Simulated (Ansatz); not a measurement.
A nudged elastic band was laid between two geometries of C2H9NO2Si (15 atoms, charge 0, multiplicity 1).

All numbers below come from RKS BHLYP/def2-SVP (Ansatz).

* movable images: 9
* climbing image: yes
* spring: 5.0 eV/Å²
* optimiser: quadratic models (default)
* start path: through a guess of the saddle point
* force threshold: 0.05 eV/Å
* iteration limit: 38
* end points: relaxed

First end point:

```xyz
15
Properties=species:S:1:pos:R:3
C -0.829 -1.417 -1.345
Si 0.110 -1.106 0.247
C 0.231 0.777 0.621
N 1.059 1.443 -0.326
O 0.714 0.988 1.916
O -1.053 1.349 0.578
H -1.844 -1.014 -1.278
H -0.906 -2.487 -1.559
H -0.323 -0.936 -2.187
H 1.482 -1.669 0.163
H -0.589 -1.725 1.400
H 1.973 1.015 -0.380
H 1.192 2.403 -0.024
H 0.017 0.788 2.539
H -1.255 1.541 -0.336
```

Last end point:

```xyz
15
Properties=species:S:1:pos:R:3
C -0.620 -1.514 -1.409
Si 0.036 -1.154 0.308
C 0.218 0.735 0.598
N 1.165 1.295 -0.312
O 0.727 1.021 1.866
O -1.075 1.271 0.477
H -1.576 -1.004 -1.562
H -0.775 -2.587 -1.555
H 0.081 -1.171 -2.175
H 1.356 -1.788 0.525
H -0.899 -1.664 1.345
H 0.767 1.393 -1.234
H 1.490 2.196 0.016
H 0.105 0.701 2.516
H -1.022 2.218 0.626
```

Q: What changes between the two ends?

A: No bond is made or broken. The height of N4 over the plane of its neighbours goes from -0.38 to 0.35 Å.

Q: What energy profile does the band end with?

A: The run converged. The highest image is number 7 of 0 to 10, 0.124 eV above the first end and 0.114 eV above the last; the last end lies 0.010 eV above the first. The profile has 2 maxima (images 4, 7) with wells between them (image 6): this band takes more than one step, which may be the mechanism or a detour left from its start path. A vibrational analysis at the climbing image gives one clearly imaginary mode, 591i cm⁻¹: a first-order saddle point.

```json
{"image": "0", "path coordinate (Å)": "0.00", "energy (eV)": "0.000", "height of N4 over the plane of its neighbours (Å)": "-0.38"}
{"image": "1", "path coordinate (Å)": "0.43", "energy (eV)": "0.010", "height of N4 over the plane of its neighbours (Å)": "-0.38"}
{"image": "2", "path coordinate (Å)": "0.86", "energy (eV)": "0.016", "height of N4 over the plane of its neighbours (Å)": "-0.38"}
{"image": "3", "path coordinate (Å)": "1.29", "energy (eV)": "0.029", "height of N4 over the plane of its neighbours (Å)": "-0.36"}
{"image": "4", "path coordinate (Å)": "1.72", "energy (eV)": "0.029", "height of N4 over the plane of its neighbours (Å)": "-0.34"}
{"image": "5", "path coordinate (Å)": "2.15", "energy (eV)": "0.005", "height of N4 over the plane of its neighbours (Å)": "-0.33"}
{"image": "6", "path coordinate (Å)": "2.58", "energy (eV)": "-0.001", "height of N4 over the plane of its neighbours (Å)": "-0.32"}
{"image": "7", "path coordinate (Å)": "3.02", "energy (eV)": "0.124", "height of N4 over the plane of its neighbours (Å)": "0.01"}
{"image": "8", "path coordinate (Å)": "3.21", "energy (eV)": "0.068", "height of N4 over the plane of its neighbours (Å)": "0.20"}
{"image": "9", "path coordinate (Å)": "3.41", "energy (eV)": "0.014", "height of N4 over the plane of its neighbours (Å)": "0.33"}
{"image": "10", "path coordinate (Å)": "3.61", "energy (eV)": "0.010", "height of N4 over the plane of its neighbours (Å)": "0.35"}
```

Q: What is the geometry of the highest image?

A: 
```xyz
15
Properties=species:S:1:pos:R:3
C -0.637 -1.511 -1.387
Si 0.055 -1.134 0.314
C 0.164 0.761 0.607
N 1.020 1.420 -0.302
O 0.707 1.045 1.868
O -1.159 1.225 0.542
H -1.614 -1.035 -1.506
H -0.757 -2.588 -1.535
H 0.024 -1.140 -2.177
H 1.414 -1.704 0.468
H -0.815 -1.714 1.369
H 0.940 1.278 -1.288
H 1.705 2.058 0.055
H 0.053 0.807 2.521
H -1.121 2.182 0.478
```

The run took 6.5 min on 2 threads of AMD EPYC 9R14 (Zen 4) (shared host), peak memory 0.37 GiB.
